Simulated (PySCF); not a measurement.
trisilane (H8Si3), singlet, geometry from GFN2-xTB; REVPBE/cc-pVDZ run with PySCF.

Here is a job for PySCF.
```python
from pyscf import gto, scf, dft

mol = gto.M(
    atom='''
Si    1.844347    0.778114   -0.032315
Si    0.164165   -0.812706   -0.092287
Si   -1.998435   -0.015297    0.118937
H     3.199017    0.233124   -0.147584
H     1.701845    1.753556   -1.117068
H     1.816064    1.543718    1.217351
H     0.413797   -1.824509    0.949779
H     0.276432   -1.592490   -1.337797
H    -2.320290    0.952466   -0.933897
H    -2.193734    0.681556    1.393588
H    -3.034216   -1.048978    0.054940
''',
    basis='cc-pvdz',
    charge=0,
    spin=0,
    verbose=4,
)

mf = dft.RKS(mol)
mf.xc = 'revpbe'
mf.grids.atom_grid = (99, 590)
mf.grids.prune = None
mf.kernel()
```

### Question
What does PySCF print? Leave out banner, timings and long lists.

### Answer

```
PySCF version 2.14.0

[INPUT] verbose = 4
[INPUT] num. atoms = 11
[INPUT] num. electrons = 50
[INPUT] charge = 0
[INPUT] spin (= nelec alpha-beta = 2S) = 0
[INPUT] symmetry False subgroup None
[INPUT] Mole.unit = angstrom
[INPUT] Symbol           X                Y                Z      unit          X                Y                Z       unit  Magmom
[INPUT]  1 Si     1.844347000000   0.778114000000  -0.032315000000 AA    3.485310708663   1.470422353690  -0.061066499715 Bohr   0.0
[INPUT]  2 Si     0.164165000000  -0.812706000000  -0.092287000000 AA    0.310226889239  -1.535791759791  -0.174397154858 Bohr   0.0
[INPUT]  3 Si    -1.998435000000  -0.015297000000   0.118937000000 AA   -3.776494827745  -0.028907140527   0.224758356077 Bohr   0.0
[INPUT]  4 H      3.199017000000   0.233124000000  -0.147584000000 AA    6.045265997828   0.440540513063  -0.278893340368 Bohr   0.0
[INPUT]  5 H      1.701845000000   1.753556000000  -1.117068000000 AA    3.216020956460   3.313740584088  -2.110952582516 Bohr   0.0
[INPUT]  6 H      1.816064000000   1.543718000000   1.217351000000 AA    3.431863584682   2.917204233561   2.300459987465 Bohr   0.0
[INPUT]  7 H      0.413797000000  -1.824509000000   0.949779000000 AA    0.781963001167  -3.447822321804   1.794822188863 Bohr   0.0
[INPUT]  8 H      0.276432000000  -1.592490000000  -1.337797000000 AA    0.522380772066  -3.009369956109  -2.528069940265 Bohr   0.0
[INPUT]  9 H     -2.320290000000   0.952466000000  -0.933897000000 AA   -4.384712629567   1.799899882960  -1.764809558553 Bohr   0.0
[INPUT] 10 H     -2.193734000000   0.681556000000   1.393588000000 AA   -4.145556450147   1.287954178554   2.633499650480 Bohr   0.0
[INPUT] 11 H     -3.034216000000  -1.048978000000   0.054940000000 AA   -5.733837242773  -1.982281130694   0.103821553284 Bohr   0.0

nuclear repulsion = 193.835725244928
number of shells = 39
number of NR pGTOs = 179
number of NR cGTOs = 94
basis = cc-pvdz
ecp = {}

******** <class 'pyscf.dft.rks.RKS'> ********
method = RKS
initial guess = minao
damping factor = 0
level_shift factor = 0
DIIS = <class 'pyscf.scf.diis.CDIIS'>
diis_start_cycle = 1
diis_space = 8
diis_damp = 0
SCF conv_tol = 1e-09
SCF conv_tol_grad = None
SCF max_cycles = 50
direct_scf = True
direct_scf_tol = 1e-13
XC library pyscf.dft.libxc version 7.1.2
    S. Lehtola, C. Steigemann, M. J. T. Oliveira, and M. A. L. Marques,  SoftwareX 7, 1–5 (2018)
XC functionals = revpbe
    Y. Zhang and W. Yang,  Phys. Rev. Lett. 80, 890 (1998)
    J. P. Perdew, K. Burke, and M. Ernzerhof,  Phys. Rev. Lett. 77, 3865 (1996)
    J. P. Perdew, K. Burke, and M. Ernzerhof,  Phys. Rev. Lett. 78, 1396 (1997)
radial grids:
    Treutler-Ahlrichs [JCP 102, 346 (1995); DOI:10.1063/1.469408] (M4) radial grids

becke partition: Becke, JCP 88, 2547 (1988); DOI:10.1063/1.454033
pruning grids: None
grids dens level: 3
symmetrized grids: False
atomic radii adjust function: <function treutler_atomic_radii_adjust>
User specified grid scheme (99, 590)
small_rho_cutoff = 0
Set gradient conv threshold to 3.16228e-05
Initial guess from minao.
tot grids = 642512
init E= -872.870055019237
  HOMO = -0.299749357991545  LUMO = -0.0665345826029466  gap/eV = 6.34610
cycle= 1 E= -873.060372658523  delta_E= -0.19  |g|= 0.161  |ddm|= 2.36
  HOMO = -0.263289077118967  LUMO = -0.0330636806151783  gap/eV = 6.26475
cycle= 2 E= -873.066591095197  delta_E= -0.00622  |g|=  0.1  |ddm|= 0.308
  HOMO = -0.256824308968942  LUMO = -0.0286998162461947  gap/eV = 6.20758
cycle= 3 E= -873.070261791694  delta_E= -0.00367  |g|= 0.043  |ddm|= 0.147
  HOMO = -0.264793312044552  LUMO = -0.0348075106695598  gap/eV = 6.25823
cycle= 4 E= -873.071102102907  delta_E= -0.00084  |g|= 0.00355  |ddm|= 0.0547
  HOMO = -0.264682824610464  LUMO = -0.034820315236427  gap/eV = 6.25488
cycle= 5 E= -873.07110711807  delta_E= -5.02e-06  |g|= 0.000656  |ddm|= 0.00541
  HOMO = -0.264604167139568  LUMO = -0.0347346095520153  gap/eV = 6.25507
cycle= 6 E= -873.071107302283  delta_E= -1.84e-07  |g|= 0.000173  |ddm|= 0.00109
  HOMO = -0.26462747380871  LUMO = -0.0347519105714929  gap/eV = 6.25523
cycle= 7 E= -873.071107314953  delta_E= -1.27e-08  |g|= 3.31e-05  |ddm|= 0.000274
  HOMO = -0.264624579867653  LUMO = -0.0347507468824046  gap/eV = 6.25519
cycle= 8 E= -873.071107315422  delta_E= -4.69e-10  |g|= 1.42e-05  |ddm|= 6.53e-05
  HOMO = -0.26462443873904  LUMO = -0.0347502665403345  gap/eV = 6.25519
Extra cycle  E= -873.071107315364  delta_E= 5.73e-11  |g|= 1.76e-05  |ddm|= 4.5e-05
converged SCF energy = -873.071107315364
```
